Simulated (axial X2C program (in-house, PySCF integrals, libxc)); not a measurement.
## Worked dissociation energy of GeH: r2SCAN0, spin-free

Computed with an axial X2C code built on PySCF integrals. Spin-free means the one-electron spin-free X2C Hamiltonian. Basis: Ge dyall-cv3z [9s9p7d4f1g], H dyall-v3z [6s2p1d] (cores contracted in-house); Gaussian nuclei, density fitting, unrestricted open shells. Masses: Ge 73.921 u, H 1.008 u.

Molecular state: M_S = 1/2, Λ = 1 (beyond evenly filled blocks: π+α).

```
E(Ge) (2M_S = 2, M_L = 0) : -2098.735288 hartree
E(H) (2M_S = 1, M_L = 0)  : -0.500097 hartree
E(GeH) at Re              : -2099.336810 hartree
ωe                        : 1929.5 cm⁻¹
ωexe                      : 29.4 cm⁻¹
```

(1) Work out De and D0.

One determinant describes the state; a PBE0 search over occupations chose it and may have missed a lower one. Dissociation energies refer to the lowest single-determinant-based atoms at the same level and basis. The functionals have no current-density term, which raises determinants with orbital currents, atoms included. Spin-free De lacks the spin–orbit lowering of the heavy p-block atom, a tenth of an eV or more for 4p and 5p, up to an eV for 6p and one to two eV for 7p atoms, less what an open-shell molecule gains itself.

Each atomic determinant is the lowest at this level and need not be a pure term. Totals compare only within one Hamiltonian and basis.

Results:

(1) De = -2098.735288 + (-0.500097) − (-2099.336810) = 0.10143 hartree = 2.760 eV. The zero-point energy is ωe/2 − ωexe/4 = 957 cm⁻¹ = 0.119 eV, so D0 = 2.641 eV.
